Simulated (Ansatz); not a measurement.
This geometry of FGeH3 + H2S (8 atoms, charge 0, multiplicity 1) is a first-order saddle point.

These are results of RKS PBE0/def2-SVP (Ansatz 0.2.0), not measurements.

```xyz
8
Properties=species:S:1:pos:R:3
Ge -0.512 0.094 -0.742
F 1.257 -0.899 -0.406
H 0.023 0.056 -2.193
H -0.849 1.572 -0.465
H -1.664 -0.903 -0.590
H 1.051 -0.784 0.696
S 0.018 -0.155 1.805
H 0.677 1.021 1.894
```

Question: Which two structures does it join? (They come from a converged band through this point; their orientation in space is the band's.)

Answer: Bonds broken: Ge1–F2, H6–S7. Bonds formed: Ge1–S7, F2–H6. FGeH3 + H2S becomes FH + GeH4S.

Image 0:

```xyz
8
Properties=species:S:1:pos:R:3
Ge -0.497 0.020 -1.269
F 1.062 -0.618 -0.769
H -0.451 0.006 -2.805
H -0.591 1.444 -0.710
H -1.564 -0.928 -0.710
H 0.973 -0.642 1.370
S 0.249 -0.253 2.443
H 0.818 0.971 2.450
```

Image 6:

```xyz
8
Properties=species:S:1:pos:R:3
Ge -0.766 0.394 -0.554
F 1.516 -1.817 -0.153
H 0.427 0.606 -1.490
H -1.742 1.579 -0.632
H -1.489 -0.931 -0.808
H 1.236 -1.317 0.587
S -0.016 0.219 1.569
H 0.832 1.267 1.481
```

Question: How far does it lie above each of them?

Answer: 115.3 kJ/mol above the first and 116.3 kJ/mol above the second. This is the barrier of this one path; another mechanism may lie lower. The orbitals stay closed-shell, which can raise the energy where a bond breaks towards radicals; this wasn't checked here.

Run time: 87 s on 2 threads of Intel(R) Xeon(R) Platinum 8488C (Sapphire Rapids) (shared host), peak memory 0.21 GiB.
